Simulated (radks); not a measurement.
Problem. Zn2.5+, configuration [Ar] 4s(up 0.5, down 0.5) 3d(up 4.25, down 4.25) (fractional occupations, a model configuration). Calculated with a radial shooting solver on a logarithmic mesh with Libxc functionals: scalar-relativistic Kohn-Sham, PBEsol, spin-polarised, spherical densities, finite nucleus; Fermi nuclear charge, rms radius 3.9283 fm. Some entries of the table are withheld. Estimate them.

orbital  occ.  eigenvalue (Ry)  <1/r> (bohr^-1)
1s          2        -702.4747            30.21
2s          2        -88.08880            6.581
2p          6        -76.77935            6.459
3s          2              (1)            2.105
3p          6         -9.01239            1.959
3d        8.5         -3.54362              (2)
4s          1         -2.32410           0.6480

Solution. 
(1) 3s eigenvalue (Ry): -12.38974
(2) 3d <1/r> (bohr^-1): 1.621
